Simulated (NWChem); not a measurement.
Correlation energy of BF

```xyz
2

B      0.0000     0.0000    -0.8123
F      0.0000     0.0000     0.4513
```
Charge 0, spin multiplicity 1.

Program: NWChem. All single points use one geometry, from B3LYP/def2-SVP, a minimum by its harmonic frequencies.

Basis set: def2-TZVP. Each correlation energy counts from its own Hartree-Fock reference.

The correlated methods keep 2 core orbitals frozen. The structure started from a generated list of species. No row is a measurement; the coupled-cluster row has its own basis-set and correlation limits.

### Question
For the correlation energy, CCSD(T) gives -343.4 mHa and CCSD gives -332.8 mHa. What do CR-CCSD(T), CCSD+T(CCSD), SCS-MP2 give?

### Answer
CR-CCSD(T): -341.7 mHa; CCSD+T(CCSD): -344.3 mHa; SCS-MP2: -315.6 mHa.
